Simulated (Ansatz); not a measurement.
The cluster Ru₃H₄ (the lowest singlet isomer of a short search) was relaxed with PBE-D4 (def2-TZVP) in Ansatz in these states: neutral quintet, neutral triplet. The geometries follow in no particular order.

In the def2 sets Ru takes a core potential; there is no spin–orbit coupling.

A:

Cartesian coordinates in Å:
```
Ru -1.373 0.397 -0.160
Ru 0.289 -1.257 -0.636
Ru -0.042 -0.478 1.513
H 1.116 0.642 1.666
H -1.125 -0.671 -1.598
H -0.416 1.664 -0.111
H 1.553 -0.296 -0.674
```

B:

```xyz
7

Ru    0.922   -1.010    0.423
Ru   -0.526    0.913    1.097
Ru   -1.325   -0.972    0.027
H    -1.216   -0.420   -1.453
H     1.192    0.540    1.268
H     1.265   -0.627   -1.062
H    -0.313    1.575   -0.300
```

Problem. Judge from the bond lengths which geometry belongs to which state (an estimate).

Solution. A is the neutral quintet (Ru1–Ru2 2.393 Å, Ru2–H5 1.808 Å, Ru3–H4 1.618 Å); B is the neutral triplet (Ru1–Ru2 2.500 Å, Ru2–H5 1.767 Å, Ru3–H4 1.583 Å).

At PBE0-D4/def2-TZVP a triplet lies 0.21 eV below the neutral quintet. These are the stationary points nearest to one start from a short search; other shapes may lie lower in each state.
